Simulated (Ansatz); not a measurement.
C₄H₁₀Te (SMILES CC(C)(C)[TeH]), singlet, at a GFN2-xTB geometry (all electrons, no relativity); Ansatz (an electronic-structure program) with SC-NEVPT2/STO-3G, CASSCF(6,4).

Ansatz was given this input:
Ansatz 0.2 input:
```yaml
crystal:
  periodic: [false, false, false]
  atoms:
    - {symbol: Te, position_ang: [-0.71331492, 0.36877736, 0.61235314]}
    - {symbol: H, position_ang: [-1.38374428, 1.23593133, -0.61807229]}
    - {symbol: C, position_ang: [0.85258280, -0.44957834, -0.70067743]}
    - {symbol: C, position_ang: [0.21247166, -1.23190104, -1.83389105]}
    - {symbol: C, position_ang: [1.69900928, 0.68282818, -1.25499441]}
    - {symbol: C, position_ang: [1.70173068, -1.36880022, 0.15979691]}
    - {symbol: H, position_ang: [0.98412874, -1.66149461, -2.47431681]}
    - {symbol: H, position_ang: [-0.41428697, -0.58609263, -2.44584833]}
    - {symbol: H, position_ang: [-0.40055257, -2.04491679, -1.44983183]}
    - {symbol: H, position_ang: [1.09578879, 1.35967156, -1.85697450]}
    - {symbol: H, position_ang: [2.16172342, 1.25372779, -0.45232466]}
    - {symbol: H, position_ang: [2.49226819, 0.28178449, -1.88752891]}
    - {symbol: H, position_ang: [2.15674485, -0.82185409, 0.98378187]}
    - {symbol: H, position_ang: [1.10367266, -2.17914964, 0.57302918]}
    - {symbol: H, position_ang: [2.50186646, -1.80932187, -0.43568072]}
basis:
  gaussian:
    orbitals: STO-3G
magnetization: {spin_polarized: false}
correlation: {method: sc_nevpt2, electrons: all, active_space: {window: {electrons: 6, orbitals: 4}}}
```

Question: What does Ansatz print? Leave out banner, timings and long lists.

Answer: 
```
Functional definition: HF
719 factors; integrals over basis functions are off by at most 2.8e-5 eV
mean field evaluation 1: about -182384.7223 eV, gradient 1.9e1 eV
mean field evaluation 2: about -182384.9492 eV, gradient 1.9e1 eV
mean field evaluation 4: about -182386.5841 eV, gradient 1.6e0 eV
mean field evaluation 8: about -182386.5953 eV, gradient 2.3e-4 eV
mean field -182386.59529501 eV, -6702.5837510171 hartree, gradient 3.0e-6 eV, S^2 0.000000; 0 other end points of the search recorded, 0 dependent functions left out
reference -182386.59529501 eV, -6702.5837510171 hartree; 43, 43 occupied and 14, 14 virtual orbitals, 719 factors
state -182387.13007448 eV, -6702.6034038001 hartree
state -182387.13007448 eV, -6702.6034038001 hartree; corrected -182393.12249135 eV, -6702.8236210584 hartree
Total energy: -182393.12249135 eV, -6702.8236210584 hartree
```
